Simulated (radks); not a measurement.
Results of a calculation; reference values are marked as such.
The lithium anion Li-, [He] 2s2, held by a Watson sphere: a shell of charge +1 at radius R that stands for the Madelung well of a crystal (potential energy -1/R inside, -1/r outside, in hartree with lengths in bohr). Level of theory: scalar-relativistic Kohn-Sham, LDA (Slater exchange, Perdew-Wang correlation), spin-unpolarised, spherical densities, finite nucleus; Fermi nuclear charge, rms radius of each element as measured or else 0.836 A^(1/3) + 0.57 fm (a radial shooting solver on a logarithmic mesh with Libxc functionals). Response by self-consistent Sternheimer equations with the Hartree and adiabatic LDA kernel, the relativistic mass of each level held fixed and spin-orbit coupling left out. The sphere does not respond.

R (bohr)  e(1s) (eV)  e(2s) (eV)  <r> 2s (bohr)  sum of <r^2> (bohr^2)  X-ray form factor at sin(theta)/lambda = 0.1 1/angstrom  alpha (bohr^3)
1.97         -52.897      -4.595          3.217                  25.42                                                    2.754           85.98
2.47         -51.249      -4.370          3.386                  27.90                                                    2.677           99.48
2.88         -50.546      -4.163          3.538                  30.27                                                    2.611           114.0
3.12         -50.281      -4.038          3.628                  31.75                                                    2.573           123.7
3.16         -50.244      -4.017          3.642                  32.00                                                    2.567           125.5
